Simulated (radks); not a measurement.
Initial-state core-level shifts of neutral tin when its valence configuration changes from [Kr] 4d10 5s2 5p2. Calculated with a radial shooting solver on a logarithmic mesh with Libxc functionals: scalar-relativistic Kohn-Sham, PBE, spin-polarised, spherical densities, finite nucleus; open shells are filled with parallel spins first (spin-orbit coupling, left out, can overturn this in heavy ions); Fermi nuclear charge, rms radius 4.6519 fm. Shifts are changes of the shell-averaged eigenvalues in eV (positive: less bound); the change of the density at the nucleus, which sets a Mossbauer isomer shift, is in e/bohr^3, on a base of 1.966e+05.

| valence | 2s | 3p | 4s | 4p | density at nucleus |
|---|---|---|---|---|---|
| 4d9 5s2 5p3 | -7.952 | -7.680 | -6.707 | -6.425 | +18.98 |
| 4d10 5s1 5p3 | -1.112 | -1.139 | -1.159 | -1.151 | -37.95 |
| 4d10 5s1.5 5p2.5 | -0.589 | -0.602 | -0.612 | -0.608 | -18.59 |
| 4d9.5 5s2 5p2.5 | -3.947 | -3.821 | -3.363 | -3.226 | +9.39 |
| 4d8.5 5s2 5p3.5 | -12.227 | -11.786 | -10.234 | -9.801 | +28.77 |
| 4d8 5s2 5p4 | -16.539 | -15.911 | -13.723 | -13.133 | +38.75 |
| 4d10 5p4 | -2.980 | -3.020 | -3.031 | -3.019 | -76.90 |
| 4d8 5s1.5 5p4.5 | -17.234 | -16.614 | -14.413 | -13.816 | +15.14 |
